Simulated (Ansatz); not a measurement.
`[CH3][Ge]([F])([F])[Br]` → `[F][Ge][F]` + `CBr` at 400 K and 1 bar (germylene formation by 1,1-elimination).

Program: Ansatz. Geometries: PBE0-D4/def2-TZVP. ΔE: electronic, gas phase. CBS: MP2 limit from def2 TZ/QZ plus the TZ coupled-cluster correction, frozen cores. For Br, Ge outer-core shells are correlated without core-valence functions, which leaves a few kJ/mol of doubt a bond. Scalar relativity is left out up to krypton.

| species | CCSD(T)/CBS energy (Eh) | H − E (kJ/mol) | S (J/(mol·K)) |
| --- | --- | --- | --- |
| `[CH3][Ge]([F])([F])[Br]` | -4889.01358 | 145.0 | 401.3 |
| `[F][Ge][F]` | -2275.77030 | 26.6 | 285.6 |
| `CBr` | -2613.17401 | 113.0 | 259.0 |

H − E and S are ideal-gas, rigid-rotor, harmonic terms from PBE0-D4/def2-TZVP. 1 Eh = 2625.50 kJ/mol, R = 8.31446 J/(mol·K).

By hand: ΔE, ΔH, ΔS and ΔG.

ΔE = (-2275.77030) + (-2613.17401) − (-4889.01358) = 0.06927 Eh = 181.9 kJ/mol. Δ(H − E) = 26.6 + 113.0 − 145.0 = -5.4, so ΔH = 176.5 kJ/mol. ΔS = 285.6 + 259.0 − 401.3 = 143.3 J/(mol·K). ΔG = 176.5 − 400 × (143.3)/1000 = 119.2 kJ/mol.

By hand: the equilibrium constant, and the temperature at which ΔG would vanish if ΔH and ΔS stayed fixed.

log₁₀ K = −ΔG/(RT ln 10) = -15.6. ΔG = 0 at ΔH/ΔS = 1232 K.

The number of gas molecules changes by +1, which sets the sign of ΔS. A doubt of 5 kJ/mol in ΔE shifts log₁₀ K by 0.7 here. These are equilibria of isolated gas molecules and say nothing of rates. Largest T1 diagnostic: 0.015 (customary marks: 0.02 for closed shells, 0.045 for open ones).
